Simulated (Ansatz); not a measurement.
C₃H₃FO₂Sn, SMILES `[F][Sn-]1[O]C=CC=[O+]1`, 10 atoms. The species carries charge 0 and has multiplicity 1. Correlated methods include outer-core shells of Sn, which these sets cover unevenly. Sn takes the def2 core potential. All runs use 4 threads of an Arm Neoverse V2 on a shared host. Correlated methods freeze the cores.

Problem. Give the basis size and wall time and peak host memory of each of these runs in Ansatz. direct RPA on PBE orbitals/def2-TZVPP energy; RKS PBE0-D4/def2-TZVPP energy; RKS ωB97M-V/def2-SVP energy; RKS PBE0-D4/def2-QZVPP energy; RKS BLYP-D4/def2-TZVPP energy; RKS PBE0-D4/def2-TZVP relaxation (10 steps); RKS PBE0-D4/def2-TZVP frequencies; RHF-MP2/def2-QZVPP energy; RKS revPBE-D4/def2-TZVPP energy; RHF-CCSD(T)/def2-SVP energy; RHF-MP2/def2-TZVPP energy; RKS B97M-V/def2-TZVPP energy. (An estimate is asked.)

Solution. Ansatz gave: Other jobs shared the machine, so times are rough.

| level | job | functions | wall time | peak host memory (GiB) |
| --- | --- | --- | --- | --- |
| RKS revPBE-D4/def2-TZVPP | energy | 278 | 2.6 s | 0.41 |
| RKS BLYP-D4/def2-TZVPP | energy | 278 | 2.6 s | 0.41 |
| RKS PBE0-D4/def2-TZVPP | energy | 278 | 3.9 s | 0.86 |
| RHF-MP2/def2-TZVPP | energy | 278 | 4.9 s | 0.9 |
| RKS ωB97M-V/def2-SVP | energy | 125 | 4.9 s | 0.52 |
| direct RPA on PBE orbitals/def2-TZVPP | energy | 278 | 9 s | 0.93 |
| RKS PBE0-D4/def2-QZVPP | energy | 514 | 11 s | 2 |
| RKS B97M-V/def2-TZVPP | energy | 278 | 12 s | 0.51 |
| RHF-CCSD(T)/def2-SVP | energy | 125 | 20 s | 0.93 |
| RHF-MP2/def2-QZVPP | energy | 514 | 27 s | 3.9 |
| RKS PBE0-D4/def2-TZVP | relaxation (10 steps) | 254 | 52 s | 0.88 |
| RKS PBE0-D4/def2-TZVP | frequencies | 254 | 3.6 min | 0.97 |
